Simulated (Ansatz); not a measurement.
**Relaxing a trial structure of CH4SiSn+**

The starting geometry of this gas-phase doublet was optimised with GFN2-xTB.

```tsv
atom	x (Å)	y (Å)	z (Å)
C	-1.1682	1.0906	-0.1665
Si	0.4824	0.2245	-0.5513
Sn	2.9905	-0.3439	-0.9056
H	2.7834	1.4288	-0.2869
H	-1.0522	2.1744	-0.2543
H	-1.5258	0.8809	0.8449
H	-1.9585	0.7941	-0.8591
```

Problem. Predict what becomes of its bonds when it is optimised with B3LYP-D3(BJ)/def2-SVP.

Solution. It rearranges, giving a structure given below by its coordinates. Contacts that open: Sn3–H4 (1.89 → 3.57 Å). Contacts that close: Si2–H4 (2.61 → 1.49 Å).

The energy falls by 1.09 eV over 18 steps:

```
step  E − E(last) (eV)
   1             1.086
   3             0.790
   5             0.430
   7             0.296
   9             0.250
  10             0.193
  12             0.042
  14             0.012
  16             0.000
  18             0.000
```

Final geometry (Å):

| atom | x (Å) | y (Å) | z (Å) |
| --- | --- | --- | --- |
| C | -0.8622 | 1.0734 | -0.2665 |
| Si | 0.9851 | 0.8354 | -0.2478 |
| Sn | 2.4609 | -0.8596 | -1.6076 |
| H | 1.6841 | 1.7643 | 0.6901 |
| H | -1.0839 | 2.1180 | -0.5504 |
| H | -1.2506 | 0.9260 | 0.7574 |
| H | -1.3818 | 0.3918 | -0.9540 |

Frequencies at the end are all real (lowest 102 cm⁻¹). Open shells are spin-unrestricted. Atoms past krypton carry core potentials, without spin–orbit terms. Run with Ansatz 0.2.0, 88 s on 1 thread of Arm Neoverse V2, on a shared host.
